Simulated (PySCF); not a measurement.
## Assigning NMR signals

Cartesian coordinates in Å; atom numbers follow the order of the lines, from 1:
```xyz
21

C     1.5600    1.3628   -2.4961
C     1.3777    1.2416   -1.1829
C     1.7383    2.3186   -0.2867
N     1.4751    2.1989    0.9422
Si    0.6452   -0.2747   -0.3253
O     0.2597   -1.2334   -1.6023
Si   -1.1901    0.1838    0.9830
N    -2.1538   -1.2594    0.9332
C    -1.6528   -2.5609    1.3091
H     1.2881    0.5651   -3.1648
H     1.9782    2.2527   -2.9473
H     2.2292    3.1959   -0.7356
H     1.7455    2.9821    1.5327
H     1.7708   -0.9414    0.3601
H    -0.4220   -1.8939   -1.5215
H    -0.8354    0.6108    2.3465
H    -2.1552    1.1678    0.4691
H    -3.1287   -1.1713    1.1809
H    -1.7104   -2.7406    2.3888
H    -0.6075   -2.6411    1.0138
H    -2.2208   -3.3465    0.8027
```

Computed data (PySCF): shielding tensors at PBE0/pcSseg-1 (GIAO), structure optimised with GFN2-xTB. No relativistic terms, isolated molecule, one computed conformer, equivalent nuclei averaged.

Scale: $^{13}$C (σ = 186.93 ppm), $^{1}$H (σ = 31.72 ppm) vs TMS (reference shieldings calculated alike).

Q: Assign these signals to the numbered atoms. $^{13}$C{$^{1}$H} NMR (computed): δ 180.3 (CH), 159.8 (C), 149.3 (CH2), 35.4 (CH3).

A: 
180.3 → C3, carbon bonded to C, N, H
159.8 → C2, carbon bonded to 2 C, Si
149.3 → C1, carbon bonded to C, 2 H
35.4 → C9, carbon bonded to N, 3 H

Q: Assign these signals to the numbered atoms. $^{1}$H NMR (600 MHz, computed): δ 10.50 (br s, 1H), 8.51 (s, 1H), 6.95 (br s, 1H), 6.76 (br s, 1H), 5.91 (m, 1H), 4.84 (m, 1H), 4.63 (m, 1H), 2.87 (s, 3H), 1.21 (br s, 1H), -0.30 (br s, 1H).

A: 
10.50 → H13, hydrogen on a nitrogen bonded to C
8.51 → H12, hydrogen on a carbon bonded to C, N
6.95 → H10, hydrogen on a carbon bonded to C
6.76 → H11, hydrogen on a carbon bonded to C
5.91 → H14, hydrogen on a silicon bonded to C, O, Si
4.84 → H16, hydrogen on a silicon bonded to N, Si
4.63 → H17, hydrogen on a silicon bonded to N, Si
2.87 → H19/H20/H21, hydrogen on a carbon bonded to N
1.21 → H15, hydrogen on an oxygen bonded to Si
-0.30 → H18, hydrogen on a nitrogen bonded to C, Si

OH and NH positions are those of a molecule without intermolecular hydrogen bonds; in solution they move with solvent, concentration and temperature, and exchange usually removes their couplings. Shifts are as computed. Against solution values, carbons near 30 ppm lie about +3 ppm off and those near 130 ppm about +5 ppm. Of 1211 compounds with measured shifts, 218 miss one by over three times the rms of a fit or turn the order of signals round; such compounds aren't used in these exercises. No couplings were computed; multiplicities are counted from neighbouring protons, with m where these are inequivalent, close in shift, in a saturated or five-membered ring or joined by F or P, and br s for small geminal =CH2 splittings.
